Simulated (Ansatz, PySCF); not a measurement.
Pulling on the C3–H4 bond in CH5BSe (SMILES CB[SeH]) (multiplicity 1 held, fragments rigid). Energies count from the point at 1.096 Å.
Geometry at that point (charge 0, multiplicity 1):
```xyz
8

B     -0.153    -0.553     1.063
H     -1.132    -0.589     1.735
C      1.169    -1.264     1.482
H      0.979    -2.333     1.632
H      1.494    -0.888     2.458
H      2.000    -1.161     0.783
Se    -0.234     0.425    -0.598
H     -1.635     0.865    -0.493
```

Restricted levels (R-, RO-) in cc, def2 and unpolarised 6-31G sets keep to the state of the molecule at rest. U- levels take the lowest unrestricted solution at each point, which mixes spins at long bonds. Active spaces are followed from a long bond inwards. Curves can end on different states.

Cores are frozen in the correlated methods. Filled d and f shells under p-block atoms count as core. Rows in LANL2DZ carry no dispersion term and start afresh at each structure. LANL2DZ brings its own core potentials from Na on.

Codes used: Ansatz (a quantum-chemistry and plane-wave program); PySCF for LANL2DZ rows. Values without a source in brackets are computed.

Energies in kJ/mol.

| R (Å) | U-HF/LANL2DZ | R-SCS-MP2/cc-pVTZ | SC-NEVPT2 on CASSCF(2,2)/cc-pVTZ | FIC-MRCISD+Q on CASSCF(2,2)/cc-pVTZ |
|---|---|---|---|---|
| 0.877 | 120 | 117 | 120 | 118 |
| 0.986 | 22 | 23 | 25 | 23 |
| 1.096 | 0 | 0 | 0 | 0 |
| 1.205 | 19 | 16 | 14 | 15 |
| 1.315 | 59 | 53 | 48 | 51 |
| 1.479 | 135 | 124 | 114 | 118 |
| 1.644 | 217 | 199 | 184 | 189 |
| 1.918 | 306 | 314 | 285 | 290 |
| 2.192 | 340 | 408 | 359 | 364 |
| 2.521 | 356 | 491 | 413 | 418 |
| 2.959 | 363 | 557 | 444 | 449 |
| 3.507 | 365 | 583 | 456 | 461 |

Doubts at one or more of the structures used: a spin-contaminated determinant (U-HF/LANL2DZ); a restricted determinant that unrestricted orbitals would lower (R-SCS-MP2/cc-pVTZ).
